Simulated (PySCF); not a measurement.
CBrF2, SMILES F[C](F)Br (connectivity only; charge and spin as stated), charge +1, multiplicity 1.

The structure is a stationary point at B3LYP-D3(BJ)/def2-SVP. The multiplicity is an assumed one; other spin states were not compared. The isomer is the one that the SMILES or the coordinates give; other isomers of the formula were not compared.

Two levels are set side by side: TDDFT-PBE/def2-SVPD (PySCF) and TDDFT-PBE0/def2-SVPD (PySCF). Vertical, same geometry. The lowest singlet is HOMO→LUMO 100 % with PBE and HOMO→LUMO 100 % with the other functional; states are paired by order. Differences are taken from unrounded values.

```
quantity                               TDDFT-PBE0
-------------------------------------  ----------
lowest singlet excitation (eV)               4.39
lowest triplet excitation (TDA) (eV)         4.12
first bright state (f over 0.05) (eV)        6.08
its oscillator strength                      0.14
```

What does TDDFT-PBE give, and how far is it from TDDFT-PBE0? (An estimate is asked for; the answer gives what the named calculation found.)


```csv
quantity,TDDFT-PBE,TDDFT-PBE minus TDDFT-PBE0
lowest singlet excitation (eV),3.95,-0.44
lowest triplet excitation (TDA) (eV),3.68,-0.44
first bright state (f over 0.05) (eV),5.84,-0.23
its oscillator strength,0.13,-0.01
```

Functionals without exact exchange tend to place singlet excitations lower, as here. Differences between two approximate levels are no errors against the true value.

Rough cost on one machine, each run with all the roots and properties that it gave: TDDFT-PBE0 against TDDFT-PBE about 3 times.
